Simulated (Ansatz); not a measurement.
Relaxed structures of H2TeO, closed shell (PBE0-D4/def2-TZVP; forces vanish, vibrations not checked; lower isomers may exist, and structures with a doubtful reference or unclear bonds are left out; Å). Ansatz 0.2.0; basis: def2-TZVPP; cores frozen in the correlated methods. Filled d shells of the heavier atoms are correlated. Core potentials replace the inner electrons of the atoms past krypton. The def2 sets are not built for correlating such inner shells, so the correlated values are less sure here.

Question: Rank them by CCSD(T) energy, lowest first, and give each one's height above the lowest. Links in brackets join atoms within 1.22 times the sum of their covalent radii (1.1 for two metals). (An estimate is asked for; the value comes from the calculation.)
A.
H₂TeO ([OH][TeH])
```
4
angstrom
O -0.4789 -0.6825 0.6578
Te 0.4261 1.0097 0.2425
H 0.1252 -1.4003 0.4469
H -0.0725 1.0731 -1.3472
```
B.
H₂TeO ([OH2][Te])
```
4
angstrom
O -0.6048 -0.8095 0.4648
Te 0.4584 1.1652 0.2811
H 0.0835 -1.4778 0.5632
H -1.0913 -0.7770 1.2970
```
C.
H₂TeO ([O][TeH2])
```
4
angstrom
O -0.4743 -0.7269 0.7201
Te 0.7326 0.5174 0.2258
H 0.4630 1.7994 1.3086
H -0.0955 1.4533 -0.9262
```

Answer: By the calculation: A (0.0 kJ/mol), B (65.6 kJ/mol), C (164.2 kJ/mol). Heights count from the lowest.

T1 diagnostic: at most 0.020. The restricted Hartree–Fock reference is unstable towards an unrestricted one at one or more of these structures.

For scale, one of the runs: CCSD(T)/def2-TZVPP, 109 basis functions, launched by `ansatz run in.yaml --threads 2 --pin off --events-out ev --progress --plain --max-ram 4352MiB`. The run took about 6 s on 2 CPU threads of an Intel Xeon 6975P-C (shared host).
